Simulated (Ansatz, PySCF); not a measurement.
Conformers of C2H6GeO (SMILES C[O][Ge][CH3]), B3LYP-D3(BJ)/def2-TZVP minima from an xTB search, which can miss the lowest.
Conformer 1 (charge 0, multiplicity 1):
```xyz
10

C      2.00405    -0.38515    -0.02450
O      0.63626    -0.10512     0.21162
Ge    -0.54368     0.12444    -1.13382
C     -2.09251     0.40971     0.10182
H      2.26460    -1.34302     0.43332
H      2.61944     0.39356     0.43360
H      2.24362    -0.43416    -1.09353
H     -2.35068    -0.54839     0.56385
H     -2.96919     0.78957    -0.42469
H     -1.81190     1.09858     0.90111
```

Correlated levels freeze the cores. Filled d and f shells under p-block atoms count as core. CBS: X⁻³ extrapolation of the correlation energy, Hartree–Fock from the larger set. MP2 and its Hartree–Fock in cc-pVQZ are density fitted. Rows in 6-31G* carry no dispersion term and start afresh at each structure (6-31G* with six Cartesian d functions); the Pople sets are all-electron and without relativity.

Programs: Ansatz (a program for electronic structure) with Gaussian orbitals; PySCF for 6-31G* rows. Values without a source in brackets are computed.

Electronic energies of 2 conformers above conformer 1 (kcal/mol):

```tsv
level	conformer 1	conformer 2
PBE/def2-TZVPP	0.00	1.54
B3LYP/6-31G*	0.00	1.76
wB97M-V/def2-TZVPP	0.00	1.29
MP2/CBS(cc-pVTZ, cc-pVQZ) + ΔCCSD(T)/cc-pVTZ	0.00	1.34
```

Question: Give Boltzmann populations at 298.15 K for each level, counting each conformer once and leaving out zero-point, thermal and symmetry terms.

Answer: 
Weights exp(−E/RT) with RT = 0.5925 kcal/mol, divided by their sum:
- PBE/def2-TZVPP: 93 %, 7 %
- B3LYP/6-31G*: 95 %, 5 %
- wB97M-V/def2-TZVPP: 90 %, 10 %
- MP2/CBS(cc-pVTZ, cc-pVQZ) + ΔCCSD(T)/cc-pVTZ: 91 %, 9 %
The share of conformer 1 runs from 90 to 95 % over these levels.
